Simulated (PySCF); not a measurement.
**Calcium: a sound run and one with changed settings**

Sound run: Ca [Ar] 4s2, Ca⁺ [Ar] 4s1. All numbers are calculated (PySCF 2.14, no relativity, point nucleus, in 6-31G*). In the sound run the correlated levels freeze [Ar]. The sound run starts from symmetry-adapted Hartree-Fock orbitals and uses a fine grid where one is needed.

Changed run: all electrons correlated in a basis built for the valence shell.

```csv
species,method,sound run (hartree),changed run (hartree),converged
Ca,MP2,-676.72526,-676.88285,yes
Ca,CCSD(T),-676.73442,-676.90281,yes
Ca⁺,MP2,n/a,-676.66968,yes
Ca⁺,CCSD(T),n/a,-676.68441,yes
```

Ionisation energy of Ca:

```tsv
method	sound run (eV)	changed run (eV)
UHF	5.128	5.128
MP2	5.600	5.801
SCS-MP2	5.694	5.855
CCSD	5.849	5.908
CCSD(T)	5.849	5.943
```

A valence basis has no tight correlating functions, so it recovers only part of the core correlation, and not evenly between atom and ion.

For comparison, NIST gives 6.113 eV between the lowest levels.
